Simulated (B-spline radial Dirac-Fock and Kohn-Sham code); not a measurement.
**Elastic electron scattering at 50 keV, Zn to Tc**

Method: relativistic (Dirac) partial waves in the static field of the Dirac-Fock atom with Furness-McCarthy exchange, without polarisation or absorption potentials. Computed with a B-spline atomic structure program. σ_tr1 and σ_tr2 weight the cross section with 1 − P₁ and 1 − P₂ of cos θ; "backward" is the share scattered beyond 90°.

```tsv
Z	element	σ (a₀²)	σ_tr1 (a₀²)	σ_tr2 (a₀²)	backward (%)	dσ/dΩ at 90° (a₀²/sr)
30	Zn	0.379	0.00268	0.00661	0.065	8.01e-05
31	Ga	0.418	0.00285	0.00700	0.063	8.62e-05
31	Ga	0.418	0.00285	0.00700	0.063	8.62e-05
32	Ge	0.448	0.00302	0.00741	0.064	9.25e-05
33	As	0.472	0.00320	0.00782	0.065	9.92e-05
34	Se	0.492	0.00338	0.00824	0.067	0.000106
35	Br	0.509	0.00357	0.00867	0.069	0.000113
36	Kr	0.524	0.00375	0.00910	0.072	0.000121
37	Rb	0.622	0.00395	0.00955	0.064	0.000129
38	Sr	0.703	0.00415	0.0100	0.061	0.000137
40	Zr	0.752	0.00456	0.0109	0.064	0.000154
41	Nb	0.730	0.00477	0.0114	0.070	0.000163
42	Mo	0.738	0.00498	0.0119	0.074	0.000172
43	Tc	0.779	0.00520	0.0124	0.074	0.000182
```
